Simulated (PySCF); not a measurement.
An isoelectronic set: 54 electrons

CCSD(T) in PySCF with x2c-SVPall on every atom, spin-free X2C, for the lowest determinant that a PBE0 search found; no spin–orbit coupling. All have 54 electrons, 8 of them in the valence shells, and the same state, a singlet (closed shell). For ions De leads to the atom and ion picked by measured ionisation energies and electron affinities.

```tsv
species	difference of nuclear charges	Re (Å)	ωe (cm⁻¹)	k (mdyn/Å)	De (eV)	dissociates to
CaSe	14	2.514	322	1.63	2.05	Ca + Se
KBr	16	2.862	221	0.750	3.49	K + Br
HI	52	1.610	2334	3.21	3.20	H + I
CaBr⁺	15	2.520	336	1.77	3.28	Ca⁺ + Br
```

Q: Which member of the whole set has the stiffest bond, and how does it compare with the softest?

A: HI with k = 3.21 mdyn/Å, 4.3 times that of KBr.

Correlated steps freeze the inner cores (14 to 18 orbitals); shallow outer-core shells are correlated. Correlated levels converge slowly with the basis: in double zeta they bind strong bonds too weakly, by up to about 1 eV, and carry superposition errors of some tenths. Spin–orbit coupling is left out, which matters for elements this heavy, above all for dissociation energies. For an ion De counts to the pair picked by the measured ionisation energies or electron affinities, which need not be the lowest pair at this level. Where the molecule has an RHF reference, its open-shell atoms are computed with UHF. The CCSD T1 diagnostic is raised in CaSe, a sign that a single reference may not be enough there.
